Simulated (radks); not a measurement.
Task: Ir LXIII, configuration [Ne] 3s2 3p3 (the NIST ground configuration). Calculated with a radial shooting solver on a logarithmic mesh with Libxc functionals: non-relativistic Kohn-Sham, PBE, spin-polarised, spherical densities, point nucleus; open shells are filled with parallel spins first (spin-orbit coupling, left out, can overturn this in heavy ions); relativity is left out, which matters for an element this heavy. Some entries of the table are withheld. Estimate them.

orbital  occ.  eigenvalue (Ry)  <r^2> (bohr^2)  r(max) (bohr)
1s up       1        -5456.734       0.0005165        0.01305
1s down     1        -5455.926       0.0005164        0.01305
2s up       1        -1193.859        0.007842        0.07054
2s down     1        -1193.244        0.007832        0.07055
2p up       3        -1164.953        0.005773        0.05470
2p down     3        -1164.090        0.005770        0.05473
3s up       1        -492.3706         0.04203         0.1839
3s down     1        -489.7130         0.04217         0.1840
3p up       3        -481.3630         0.03788            (1)
3p down     0        -478.6487         0.03799            (2)

Result: 
(1) 3p up r(max) (bohr): 0.1719
(2) 3p down r(max) (bohr): 0.1719
